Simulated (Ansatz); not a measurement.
`O[SiH2][SiH](O)F` + `C=[CH][ZnH]` → `C=C[Si@@H](O)[Si@@H](O)F` + `[ZnH2]`  (redistribution)

Isolated molecules relaxed with PBE0-D4/def2-TZVP in Ansatz; ΔE leaves out vibrations. CBS: MP2 limit from def2 TZ/QZ plus the TZ coupled-cluster correction, frozen cores. Functionals use def2-TZVPP. B3LYP here is the variant with VWN-RPA as its local correlation; programs differ in this. For Zn outer-core shells are correlated without core-valence functions, which leaves a few kJ/mol of doubt a bond. Scalar relativity is left out up to krypton. One conformer a species, not always the lowest.

`O[SiH2][SiH](O)F`:

Z-matrix (Å, degrees):
```
Si
Si 1 2.352
O 1 1.663 2 99.7
H 1 1.490 2 114.4 3 -118.9
H 1 1.492 2 113.0 3 118.0
F 2 1.602 1 108.9 3 100.6
O 2 1.635 1 105.6 3 -18.6
H 2 1.480 1 117.9 3 -138.7
H 3 0.958 1 118.7 2 -177.8
H 7 0.962 2 115.4 1 24.7
```

`C=[CH][ZnH]`:

Cartesian coordinates in Å:
```
C 1.076 0.460 -0.273
C 0.222 -0.502 0.080
Zn -1.674 -0.230 0.314
H 0.762 1.485 -0.457
H 2.142 0.276 -0.398
H 0.657 -1.490 0.237
H -3.185 0.001 0.497
```

`C=C[Si@@H](O)[Si@@H](O)F`:

```xyz
14

C    -0.057    2.601    0.151
C     0.576    1.476    0.474
Si   -0.311   -0.111    0.817
O    -1.926    0.245    0.822
Si    0.162   -1.687   -0.863
O     1.715   -2.169   -0.660
F    -0.835   -2.939   -0.690
H    -1.140    2.643    0.088
H     0.478    3.524   -0.056
H     1.664    1.482    0.527
H     0.131   -0.680    2.125
H    -2.541   -0.486    0.887
H    -0.055   -1.229   -2.264
H     2.140   -2.670   -1.359
```

`[ZnH2]`:

Cartesian coordinates in Å:
```
Zn 0.000 0.000 0.000
H -1.226 -0.317 -0.884
H 1.226 0.317 0.884
```

Question: Is it downhill or uphill in electronic energy at CCSD(T)/CBS, and by how much? (Estimate.)

Answer: Ansatz gave: Downhill: ΔE = -3.9 kcal/mol.

Question: What do these levels give: PBE-D4, r2SCAN-D4, B3LYP-D4, ωB97M-V, PBE, B3LYP, MP2/def2-TZVPP, SCS-MP2/def2-TZVPP, CCSD/def2-TZVPP, HF/def2-QZVPP, SCS-MP2/def2-QZVPP, MP2/CBS(def2)? (Estimate.)

Answer: The calculation gave: PBE-D4 -4.8, r2SCAN-D4 -5.0, B3LYP-D4 -5.4, ωB97M-V -5.0, PBE -3.6, B3LYP -3.6, MP2/def2-TZVPP -3.1, SCS-MP2/def2-TZVPP -3.3, CCSD/def2-TZVPP -4.0, HF/def2-QZVPP -5.2, SCS-MP2/def2-QZVPP -3.4, MP2/CBS(def2) -3.3 kcal/mol.

Largest T1 diagnostic among the species: 0.016.

The D4 term adds −1.8 kcal/mol with B3LYP and −1.1 kcal/mol with PBE0; it sums over pairs of atoms, weighted by their polarisabilities, and B3LYP, whose exchange is more repulsive, gets the larger term. In def2-TZVPP, CCSD(T) changes the Hartree–Fock value by +1.5 kcal/mol (the triples alone add +0.2 kcal/mol) and MP2 by +2.1 kcal/mol.
